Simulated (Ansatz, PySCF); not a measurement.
Reaction (SMILES): O=BCl + 3 [H][H] (H2) → B (BH3) + Cl (HCl) + O (H2O)
Each molecule is optimised on its own at B3LYP-D3(BJ)/def2-TZVP (Ansatz, an electronic-structure program).

Quantity: energy of full hydrogenation (enthalpy at 298 K, with B3LYP-D3(BJ) rigid-rotor harmonic-oscillator terms from PySCF), in kcal/mol. Cores are frozen in the correlated levels unless marked. No spin-orbit coupling. Non-relativistic. CBS(X,Y): correlation extrapolated as X^-3; Hartree-Fock from the larger set.

CCSD(T)/CBS(aug-cc-pV(T+d)Z,aug-cc-pV(Q+d)Z) (Ansatz) gives 31.3 kcal/mol.

Task: Another calculation gave 38.3 kcal/mol. Which level was it?
A) CAM-B3LYP/def2-TZVPD (Ansatz)
B) M06-2X/def2-TZVPD (PySCF)
C) BLYP/def2-TZVPD (Ansatz)
D) BHLYP/def2-TZVPD (Ansatz)

Result: C, BLYP/def2-TZVPD (Ansatz). The others give 25.8 (BHLYP), 29.6 (CAM-B3LYP), 32.6 (M06-2X) kcal/mol.
